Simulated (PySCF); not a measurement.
## Working out the ionisation energy of Nb

Nb [Kr] 4d4 5s1 (6D) → Nb⁺ [Kr] 4d4 (5D). Calculation: PySCF 2.14, in def2-QZVPPD with the def2 core potential (28 electrons) (7s5p4d3f2g, 81 functions); scalar relativity through the core potential. Frozen: nothing. Energies in hartree (1 hartree = 27.21139 eV):

| part | Nb (lower) | Nb⁺ (upper) |
| --- | --- | --- |
| UHF | -56.330292 | -56.109340 |
| MP2 opposite-spin | -0.220983 | -0.213413 |
| MP2 same-spin | -0.126278 | -0.104483 |

Question: What does Hartree-Fock give?

Answer: (-56.109340) − (-56.330292) = 0.220952 hartree = 6.012 eV.

Question: What do MP2 and SCS-MP2 (6/5 opposite-spin, 1/3 same-spin) give?

Answer: The opposite-spin parts differ by 0.206 eV and the same-spin parts by 0.593 eV. MP2: 6.012 + (0.206) + (0.593) = 6.811 eV. SCS-MP2: 6.012 + 1.2 × (0.206) + (0.593)/3 = 6.457 eV.

Measured between the centres of the two terms (NIST): 6.776 eV, so MP2 (valence and next inner shell) is off by 0.035 eV.

What remains against the reference includes basis incompleteness and correlation beyond second order.
